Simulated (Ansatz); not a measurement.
H$_{8}$OSSi$_{3}$ (`O[Si]([SiH3])([SiH3])S`), relaxed with RKS PBE-D4/def2-SVP in Ansatz 0.2.0 from a rough embedded geometry. The force threshold is 0.03 eV/Å; the program also tests the step.

The species carries charge 0 and has multiplicity 1.

Start:

```xyz
13

O    -1.345   -0.796   -1.311
Si   -0.500    0.078   -0.261
Si   -0.286   -1.025    1.742
Si    1.700    0.472   -0.943
S    -1.545    1.942   -0.058
H    -2.380   -0.776   -1.216
H     0.483   -0.146    2.760
H     0.468   -2.250    1.607
H    -1.638   -1.323    2.372
H     1.674    1.149   -2.243
H     2.359   -0.903   -1.159
H     2.431    1.220    0.046
H    -1.422    2.358   -1.337
```

Problem. By how much does the energy fall, and how many steps does the optimiser take? (An estimate is asked.)

Solution. Computed: 0.50 eV, in 10 steps, 1 of them rejected.

Problem. Which bonds change most? (Estimate.)

Solution. The calculation gave: O1–Si2 from 1.607 to 1.691 Å; Si4–H12 from 1.440 to 1.505 Å; Si2–Si3 from 2.296 to 2.360 Å; O1–H6 from 1.039 to 0.976 Å.

Problem. Give the relaxed structure. (An estimate is asked.)

Solution. Ansatz gave: 
```xyz
13

O    -1.222   -0.930   -1.414
Si   -0.453    0.032   -0.255
Si   -0.426   -0.979    1.878
Si    1.679    0.480   -1.125
S    -1.450    1.929    0.114
H    -2.144   -1.164   -1.197
H     0.341   -0.130    2.856
H     0.226   -2.334    1.791
H    -1.833   -1.163    2.389
H     1.545    1.353   -2.347
H     2.417   -0.779   -1.498
H     2.474    1.223   -0.085
H    -1.156    2.463   -1.107
```
